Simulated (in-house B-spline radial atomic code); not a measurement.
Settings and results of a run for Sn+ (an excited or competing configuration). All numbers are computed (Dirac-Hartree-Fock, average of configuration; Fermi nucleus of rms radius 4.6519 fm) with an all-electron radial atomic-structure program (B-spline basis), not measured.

Command:
```bash
python run_scf.py task.json out
```
Settings (nuclear radius in fm, mass in u):
```
Z                50
configuration    [Kr] 4d10 5s2 7f1
hamiltonian      dirac
method           hf
spin_polarised   False
nucleus          fermi
rms_radius       4.6519
atomic_mass      119.9022
speed_of_light   137.035999084
```

Output (hartree, bohr):
```
 radial grid: 93 intervals, B-splines of order 8, outer radius 173.4 bohr

 iter        energy (Eh)    residual
    1       -6172.725416    5.76e-01
    2       -6174.502274    1.70e-01
    3       -6175.391179    3.68e-02
    4       -6175.433502    8.38e-03
    5       -6175.435205    4.44e-03
    6       -6175.435845    3.23e-04
    7       -6175.435848    1.07e-04
    8       -6175.435848    1.35e-05
    9       -6175.435848    1.05e-06
   10       -6175.435848    1.54e-07

 total energy                     -6175.43585
 kinetic                            6502.9876
 electron-nucleus                 -14965.6636
 electron-electron                  2287.2401

 first-order corrections (not in the total)
   Gaunt                             4.9267
   retardation                      -0.5032
   frequency dependence             -0.0429
   self-energy                       3.3392
   Uehling                          -0.4350
   Wichmann-Kroll                    0.0090
   recoil                            0.0192

 orbital      occ     eigenvalue          <r>       <r^2>       <1/r>       r_max    small
 1s1/2      2.000     -1079.9294    0.0290479   0.0011423     53.0858     0.01878  3.37e-02
 2s1/2      2.000      -166.9173      0.12492   0.0184652     12.3339      0.1061  7.17e-03
 2p1/2      2.000      -155.4848     0.105905   0.0137903     12.2771     0.08189  7.15e-03
 2p3/2      4.000      -146.9714     0.111236   0.0150859     11.4397     0.08637  6.83e-03
 3s1/2      2.000       -34.1625     0.337284    0.130165     4.37458      0.3068  2.09e-03
 3p1/2      2.000       -29.4734     0.328732    0.125566     4.27244      0.2938  2.02e-03
 3p3/2      4.000       -27.8729     0.339556    0.133778     4.07086      0.3038  1.94e-03
 3d3/2      4.000       -19.6850     0.311476    0.115052     3.90423      0.2495  1.81e-03
 3d5/2      6.000       -19.3592     0.314967      0.1175     3.85167      0.2524  1.78e-03
 4s1/2      2.000        -6.4842     0.821836    0.763078     1.68251      0.7466  5.35e-04
 4p1/2      2.000        -4.8445     0.871279    0.866169     1.56402      0.7745  4.75e-04
 4p3/2      4.000        -4.5541     0.898655    0.921479     1.50364      0.7978  4.52e-04
 4d3/2      4.000        -1.9293      1.07475     1.35998     1.22988      0.8816  3.19e-04
 4d5/2      6.000        -1.8874      1.08893      1.3964     1.21194      0.8916  3.11e-04
 5s1/2      2.000        -1.0160      2.28347     5.87129    0.559114       1.992  7.55e-05
 7f5/2      0.429        -0.0413      33.2669     1252.91   0.0423154       37.28  1.18e-06
 7f7/2      0.571        -0.0413      33.2621     1252.58    0.042332       37.27  1.18e-06
```

Cost of the run: 4.3 s on 1 thread of Intel(R) Xeon(R) 6975P-C, with other jobs on the host.

For the Dirac Hamiltonian the kinetic term is c α·p + (β - 1)c².
